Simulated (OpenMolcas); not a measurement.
Cr4+: moving the ligands

Cr4+ with 4 ligands (bromide) in tetrahedral coordination (Td) at 2.32 Å. Ligand basis ANO-RCC-VDZP.

* Program: OpenMolcas 26.06
* Method: CASSCF
* Basis: ANO-RCC-VTZP [6s5p3d2f1g]
* Scalar Hamiltonian: DKH2, point nucleus
* Active space: 2 electrons in 5 orbitals (3d)
* State averaging: 2S+1 = 3 even, 10 roots; 2S+1 = 1 even, 15 roots
* Spin-orbit coupling: RASSI with atomic mean-field integrals over the reference wave functions

Runs around this geometry, states (labels of Td). Energies in cm-1 above the lowest state or level, χT in cm3 K/mol.

| R (Å) | Ground state | First state of that spin | First gap with spin-orbit (degeneracies) | χT at 300 K | First state of another spin |
| --- | --- | --- | --- | --- | --- |
| 2.26 | 3A2 | 3T2 8187 | 8117 (3, 2) | 0.985 | 1E 14278 |
| 2.32 | 3A2 | 3T2 7615 | 7554 (3, 2) | 0.983 | 1E 14537 |
| 2.42 | 3A2 | 3T2 6783 | 6734 (3, 2) | 0.979 | 1E 14920 |

Taking the first state of the same spin as R^-n, n = -ln(6783 / 8187) / ln(2.42 / 2.26) = 2.8 between the shortest and longest distance.

Without dynamic correlation the repulsion within the d shell is too large (B by tens of per cent), so at a given field states of lower spin stand too high. Ligand-to-metal charge-transfer states are missing. This ion would oxidise such ligands; the complex is a model and need not exist. With no ligand orbital active B as a rule stays too high, so bands that hang on it stand too high and its fall with covalency is understated. With metal d orbitals alone and no dynamic correlation the field as a rule comes out too small, by tens of per cent, by up to half for chloride and softer ligands. The least metal-like active orbital is 75 % on the metal (Löwdin) and no ligand orbital is active, so the numbers are rough (holds for R = 2.26). The least metal-like active orbital is 76 % on the metal (Löwdin) and no ligand orbital is active, so the numbers are rough (holds for R = 2.32; R = 2.42). No measured value stands beside these numbers; the geometry is a model, was not optimised and need not be the one that this ion takes.
